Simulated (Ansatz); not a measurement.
`F[SiH2][InH2]` → `[InH2]`• + `F[SiH2]`•  (homolysis of the In–Si bond)

Calculated with Ansatz (gas phase, PBE0-D4/def2-TZVP geometries, no zero-point term in ΔE). CCSD(T)/CBS is the MP2 limit (def2-TZVPP, def2-QZVPP) plus CCSD(T) − MP2 in def2-TZVPP, frozen cores. This one scheme is used for every species. Functionals use def2-TZVPP. No spin–orbit coupling; open shells (•) take unrestricted orbitals. def2 core potentials past Kr. For In outer-core shells are correlated without core-valence functions, which leaves a few kJ/mol of doubt a bond.

`F[SiH2][InH2]`:

Cartesian coordinates in Å:
```
F 0.700 -2.144 0.200
Si 0.305 -0.842 -0.664
In -0.404 1.122 0.855
H 1.490 -0.500 -1.501
H -0.787 -1.252 -1.592
H -0.436 0.996 2.575
H -0.867 2.621 0.127
```

`[InH2]`•:

Cartesian coordinates in Å:
```
In 0.208 -0.530 0.115
H -0.669 -0.245 -1.381
H 0.461 0.775 1.266
```

`F[SiH2]`•:

```xyz
4

F     0.297    0.115    1.439
Si    0.060    0.366   -0.127
H    -1.359    0.031   -0.434
H     1.001   -0.511   -0.878
```

```
             level  ΔE (kJ/mol)  difference from CCSD(T)/CBS
       LDA (SPW92)        297.3                         17.4
            PBE-D4        258.2                        -21.7
           PBE0-D4        261.9                        -18.0
        r2SCAN0-D4        251.6                        -28.3
          PBE-QIDH        267.9                        -12.0
              PBE0        257.3                        -22.6
         CAM-B3LYP        254.6                        -25.3
RPA@PBE/def2-TZVPP        251.6                        -28.3
   CCSD/def2-TZVPP        261.5                        -18.4
     MP2/CBS(def2)        282.6                          2.7
       CCSD(T)/CBS        279.9                            0
```

Largest T1 diagnostic among the species: 0.018.

The D4 term adds +8.4 kJ/mol with B3LYP and +4.6 kJ/mol with PBE0; it sums over pairs of atoms, weighted by their polarisabilities, and B3LYP, whose exchange is more repulsive, gets the larger term. From BLYP to BHLYP (50 % exact exchange), in def2-TZVPP and without D4, ΔE moves by +15.1 kJ/mol. In def2-TZVPP, CCSD(T) changes the Hartree–Fock value by +85.5 kJ/mol (the triples alone add +5.6 kJ/mol) and MP2 by +88.3 kJ/mol; breaking electron pairs costs correlation energy, which Hartree–Fock lacks.

B3LYP here is the variant with VWN-RPA as its local correlation; programs differ in this.
